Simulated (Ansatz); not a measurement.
WO2F2, relaxed as a singlet with RKS PBE-D4/def2-SVP in Ansatz, starting from the GFN2-xTB geometry. Force threshold 0.02 eV/Å.

In the def2 sets W takes a core potential; there is no spin–orbit coupling.

Start:

```xyz
5

W     0.058    0.011    0.082
O    -0.077    1.349    1.097
O     1.228   -1.100    0.566
F     0.367    0.553   -1.647
F    -1.575   -0.813   -0.098
```

| step | energy (eV) | largest force component (eV/Å) | SCF passes |
| --- | --- | --- | --- |
| 1 | -11344.1035 | 2.498 | 29 |
| 2 | -11344.3958 | 0.509 | 36 |
| 3 | -11344.4102 | 0.176 | 31 |
| 4 | -11344.4110 | 0.134 | 31 |
| 5 | -11344.4113 | 0.005 | 31 |

Force components are those of the run's own axes.

End:

Cartesian coordinates in Å:
```
W -0.0114 -0.0025 -0.0166
O -0.0556 1.3094 1.0870
O 1.2032 -1.0598 0.5728
F 0.5220 0.6443 -1.6908
F -1.6582 -0.8913 0.0475
```

By distances, no bond broke or formed. The bond that changes most is W1–F4, from 1.84 to 1.87 Å (atoms count from 1).

No frequencies were taken in this run, so the end may be a saddle point.

It took 4.3 s on 4 threads of Arm Neoverse V2 on a shared host.
